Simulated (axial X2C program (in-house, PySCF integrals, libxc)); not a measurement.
# Which molecule has these constants?

Computed with an in-house relativistic program for diatomic molecules, spin-free (one-electron X2C) or two-component (2c: spin–orbit coupling with atomic mean-field Coulomb and Gaunt terms, which also bring small scalar terms), in Dyall basis sets with cores contracted in-house; open shells are unrestricted.

A two-component PBE0 calculation in a Dyall 3-zeta basis gave Re = 2.078 Å, ωe = 416.8 cm⁻¹, De = 1.46 eV, Ω = 1/2.

Question: Which molecule is it?
A. BCl⁻
B. BI⁻
C. BBr⁻

Answer: C. The others have BCl⁻ 1.860 Å and 533.5 cm⁻¹ (Ω = 1/2); BI⁻ 2.354 Å and 346.3 cm⁻¹ (Ω = 1/2).

Each entry is the lowest single determinant of a limited PBE0 search at one distance. De goes to single-determinant-based atoms at the same level (for ions the charge split of lowest energy) and is withheld (n/a) where an atom does not fit its ground term or J level. Main or longest-lived isotopes. Some light 2c atoms are not at their ground J level, so De misses part of their lowering (0.04 eV or less). The functionals have no current term, which raises determinants with orbital currents.
